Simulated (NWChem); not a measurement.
A series in which one site is exchanged, each optimised at PBE0/def2-SVP with NWChem, gas phase unless a solvent is named. 

A: [AlH2][Cl] (AlH2Cl; site = Al)
B: BCl (BH₂Cl; site = B)
C: [Cl][GaH2] (GaH2Cl; site = Ga)

Values for A:

```
Item                                                  Value
----------------------------------------------------  -----
orbital gap (eV), PBE0/def2-SVP                        6.90
highest harmonic frequency (cm⁻¹), PBE0/def2-SVP       1989
vertical ionisation energy, ΔSCF, PBE0/def2-SVP (eV)  10.88
static polarisability, PBE0/def2-SVPD (bohr³)          42.3
```

How do these values change for the other members?


```json
[
 {"change from A": "orbital gap (eV), PBE0/def2-SVP", "B": "-0.06", "C": "-0.32"},
 {"change from A": "highest harmonic frequency (cm⁻¹), PBE0/def2-SVP", "B": "+747", "C": "+43"},
 {"change from A": "vertical ionisation energy, ΔSCF, PBE0/def2-SVP (eV)", "B": "+0.43", "C": "-0.11"},
 {"change from A": "static polarisability, PBE0/def2-SVPD (bohr³)", "B": "-12.5", "C": "+1.6"}
]
```
